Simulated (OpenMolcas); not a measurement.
## d8 ions of charge +2 down a group with 6 fluoride ligands in octahedral coordination

| Quantity | Value |
| --- | --- |
| Program | OpenMolcas 26.06 |
| Method | CASSCF |
| Spin-orbit coupling | state interaction with AMFI integrals over the reference wave functions |

The d shell is active. Anionic complexes are neutralised by point charges behind the ligands. Distances were set from a Shannon-type radius of the metal (high-spin where two are listed) plus a fixed donor radius (F 1.31 Å). Ligand basis ANO-RCC-VTZP, DKH2 Hamiltonian. States (labels of O, the rotations of Oh). Energies in cm-1 above the lowest state or level, χT in cm3 K/mol; 10Dq and B are least-squares fits to the states below 45000 cm-1, weighted by degeneracy, with a free offset, and given where the rms deviation is under 5 % of |10Dq| (or 100 cm-1) and under 700 cm-1. Spin-only χT is S(S+1) / 2 for the spin of the ground state.

```json
{"Ion": "Ni2+", "Shell": "3d8", "R (Å)": "2", "Metal basis": "ANO-RCC-VTZP", "Outer charge (e at Å behind ligand)": "0.67 at 2.4", "Ground state": "3A2", "First state of that spin": "3T2 5817", "10Dq": "5728", "B (rms of fit)": "1289 (51)", "First gap with spin-orbit (degeneracies)": "5547 (3, 2)", "χT at 300 K": "1.523", "First state of another spin": "1E 18608", "Spin-only χT": "1.000"}
{"Ion": "Pd2+", "Shell": "4d8", "R (Å)": "2.17", "Metal basis": "ANO-RCC-VTZP", "Outer charge (e at Å behind ligand)": "0.67 at 2.6", "Ground state": "3A2", "First state of that spin": "3T2 9374", "10Dq": "9616", "B (rms of fit)": "892 (85)", "First gap with spin-orbit (degeneracies)": "8471 (3, 2)", "χT at 300 K": "1.587", "First state of another spin": "1E 13667", "Spin-only χT": "1.000"}
{"Ion": "Pt2+", "Shell": "5d8", "R (Å)": "2.11", "Metal basis": "ANO-RCC-VTZP", "Outer charge (e at Å behind ligand)": "0.67 at 2.4", "Ground state": "3A2", "First state of that spin": "3T2 14848", "10Dq": "15367", "B (rms of fit)": "744 (114)", "First gap with spin-orbit (degeneracies)": "9343 (3, 2)", "χT at 300 K": "1.802", "First state of another spin": "1E 12022", "Spin-only χT": "1.000"}
```

The rows also differ in their outer charges, so part of each step comes from that.

|10Dq| changes by factors of 9616 / 5728 = 1.68 from Ni2+ to Pd2+, 15367 / 9616 = 1.60 from Pd2+ to Pt2+.

B goes from 1289 cm-1 (Ni2+) to 744 cm-1 (Pt2+).

Every ion keeps the highest spin of its shell. χT departs most from the spin-only value for Pt2+, by +0.802 cm3 K/mol.

Without dynamic correlation the repulsion within the d shell is too large (B by tens of per cent), so at a given field states of lower spin stand too high. Ligand-to-metal charge-transfer states are missing. With no ligand orbital active B as a rule stays too high, so bands that hang on it stand too high and its fall with covalency is understated. With metal d orbitals alone and no dynamic correlation the field as a rule comes out too small, by tens of per cent, by up to half for chloride and softer ligands, and the orbital part of g and χT, which goes as 1/10Dq, too large (holds for Ni2+). Real 4d8 and 5d8 ions are as a rule square planar and diamagnetic (holds for Pd2+; Pt2+). With metal d orbitals alone the field can be off either way by tens of per cent (holds for Pd2+; Pt2+). The least metal-like active orbital is 82 % on the metal (Löwdin) and no ligand orbital is active, so the numbers are rough (holds for Pt2+). No measured value stands beside these numbers; the geometry is a model, was not optimised and need not be the one that this ion takes.
